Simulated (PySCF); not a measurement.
Work out the structure from these simulated measurements.

Formula: C9H7ClFN.

| Item | Value |
| --- | --- |
| NMR, other nuclei | isotropic shieldings of nuclei other than C and H, by class: -50 (1 N), 256 (1 F), 794 (1 Cl) ppm [GIAO PBE0/pcSseg-1] |
| Rotational structure | rotational constants A, B, C: 0.979, 0.677, 0.449 GHz [GFN2-xTB] |
| Dipole | 4.75 D [PBE0/pcSseg-1] |
| 13C NMR | chemical shifts (computed TMS as zero) by class: 158.5 (1 C), 148.6 (1 C), 136.1 (1 C), 127.2 (1 C), 124.2 (1 C), 122.1 (1 C), 120.0 (1 C), 47.1 (1 C), 34.1 (1 C) ppm [GIAO PBE0/pcSseg-1] |
| 1H NMR | chemical shifts (computed TMS as zero) by class: 7.49 (1 H), 6.86 (1 H), 5.80 (1 H), 4.54 (2 H), 2.62 (2 H) ppm [GIAO PBE0/pcSseg-1] |

Electronic properties: PySCF, gas phase, density fitting. Levels stand in brackets. One conformer (not necessarily the lowest) at the GFN2-xTB geometry, without solvent, vibrations or thermal averaging. Each NMR value is the plain mean over a class of atoms that symmetry, rotation or inversion makes alike.

Question: What is the compound? Reason from the data.

Answer: Numbering: `[N:1]#[C:2][C:3]1=[CH:4][C:5]([CH2:6][Cl:7])=[C:8]([F:9])[CH2:10][CH:11]=[CH:12]1`. Its formula, C9H7ClFN, gives 6 degrees of unsaturation: 1 ring and 5 π bonds in the structure found. 9 carbons fall into 9 classes; from least to most shielded: vinylic C–F carbon [C8] (158.5 ppm), alkene CH carbon [C4] (148.6 ppm), alkene CH carbon [C12] (136.1 ppm), alkene CH carbon [C11] (127.2 ppm), nitrile carbon [C2] (124.2 ppm), fully substituted alkene carbon [C5] (122.1 ppm), fully substituted alkene carbon [C3] (120.0 ppm), sp3 C–Cl carbon [C6] (47.1 ppm), allylic carbon [C10] (34.1 ppm). Hydrogen classes from least to most shielded: 1 H on an alkene CH carbon, C4 (7.49 ppm), 1 H on an alkene CH carbon, C12 (6.86 ppm), 1 H on an alkene CH carbon, C11 (5.80 ppm), 2 H on an sp3 C–Cl carbon, C6 (4.54 ppm, a mean of values up to 0.6 ppm apart in this geometry), 2 H on an allylic carbon, C10 (2.62 ppm, a mean of values up to 1.7 ppm apart in this geometry). The other shieldings belong to: -50 ppm, nitrile nitrogen [N1]; 256 ppm, vinyl fluorine [F9]; 794 ppm, alkyl chlorine [Cl7]. The optimised geometry has point group C1 and is an asymmetric top. Structure: `N#CC1=CC(CCl)=C(F)CC=C1`. The assignments are read from this structure; whether some other isomer fits the data as well wasn't checked.

Shape of the structure used: `[N:1]#[C:2][C:3]1=[CH:4][C:5]([CH2:6][Cl:7])=[C:8]([F:9])[CH2:10][CH:11]=[CH:12]1`: C4–C5–C6–Cl7 -65°.
